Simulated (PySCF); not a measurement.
# Core-level binding energies of 1-acetylimidazole

1-acetylimidazole, C₅H₆N₂O.
Bonds: C1–C2, C2–O3 (double), C2–N4, N4–C5 (aromatic), C5–C6 (aromatic), C6–N7 (aromatic), N7–C8 (aromatic), N4–C8 (aromatic). Hydrogens: H9, H10, H11 on C1; H12 on C5; H13 on C6; H14 on C8.

Level of theory: PySCF 2.14.0, delta-SCF UKS SCAN, pcX-2 on the ionised atom, pcseg-1 elsewhere, spin-free X2C. Vertical ΔSCF values, vacuum level as zero.

Give the core binding energies atom by atom.

```csv
atom(s),bonded to,level,binding energy (eV),above the level's lowest (eV),count
O3,C (double bond),O 1s,537.91,0.00,1
N4,2 C (aromatic in the SMILES) and C,N 1s,406.93,+2.25,1
N7,2 C (aromatic in the SMILES),N 1s,404.68,0.00,1
C2,"O (double bond), N and C",C 1s,294.60,+3.48,1
C8,2 N (aromatic in the SMILES) and H,C 1s,292.03,+0.91,1
C1,C and 3 H,C 1s,291.79,+0.67,1
C5,"N (aromatic in the SMILES), C (aromatic in the SMILES) and H",C 1s,291.48,+0.36,1
C6,"N (aromatic in the SMILES), C (aromatic in the SMILES) and H",C 1s,291.12,0.00,1
```

Lowest listed C 1s: C6, bonded to N (aromatic in the SMILES), C (aromatic in the SMILES) and H. Highest, 3.48 eV above it: C2, bonded to O (double bond), N and C. The widest gap between neighbouring values is 2.57 eV, between 292.03 and 294.60 eV.

The listed N 1s values span 2.25 eV, from N7 (bonded to 2 C (aromatic in the SMILES)) to N4 (bonded to 2 C (aromatic in the SMILES) and C).

Which effective nuclear charge Zeff reproduces each element's mean 1s value in the hydrogen-like formula E = 13.606 eV × Zeff²?

C (Z = 6): mean 292.2 eV, Zeff = 4.63, Z − Zeff = 1.37; N (Z = 7): mean 405.8 eV, Zeff = 5.46, Z − Zeff = 1.54; O (Z = 8): mean 537.9 eV, Zeff = 6.29, Z − Zeff = 1.71. Means run over the listed sites, weighted by atom count.

Give the binding energy of O 1s of O3 in hartree and in kJ/mol.

537.91 eV = 19.7678 Eh = 51900 kJ/mol.

The unrestricted hole states depart most from a pure doublet (⟨S²⟩ = 0.75; over 0.85 named) for C 1s of C2 (0.99), which makes this value less certain. One conformer (not necessarily the lowest) at the PBE0-D3(BJ)/def2-SVP geometry, without solvent, vibrations or thermal averaging.

Conformer computed: `[CH3:1][C:2](=[O:3])[n:4]1[cH:5][cH:6][n:7][cH:8]1`: C1–C2–N4–C5 0°.
